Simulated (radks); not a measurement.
Isoelectronic series with 19 electrons, all held in the configuration [Ar] 4s1, which need not be the ground one along the series. Calculated with a radial shooting solver on a logarithmic mesh with Libxc functionals: non-relativistic Kohn-Sham, r2SCAN, spin-polarised, spherical densities, point nucleus; open shells are filled with parallel spins first (spin-orbit coupling, left out, can overturn this in heavy ions); meta-GGA in the generalised Kohn-Sham scheme. Total energies (hartree) and orbital eigenvalues (eV):

ion    E (hartree)      4s up    3p down
K       -599.88753    -2.5848   -19.4255
Ti3+    -847.14642   -29.6413   -78.8196
Mn6+   -1139.22789   -74.2894  -168.0853
Ni9+   -1475.99820  -135.0797  -285.5497
Ga12+  -1857.40486  -211.6155  -430.7460
Se15+  -2283.42147  -303.7229  -603.4675
Rb18+  -2754.03304  -411.3109  -803.6059
Zr21+  -3269.23035  -534.3261  -1031.098
Tc24+  -3829.00741  -672.7354  -1285.904
Pd27+  -4433.36013  -826.5168  -1567.999
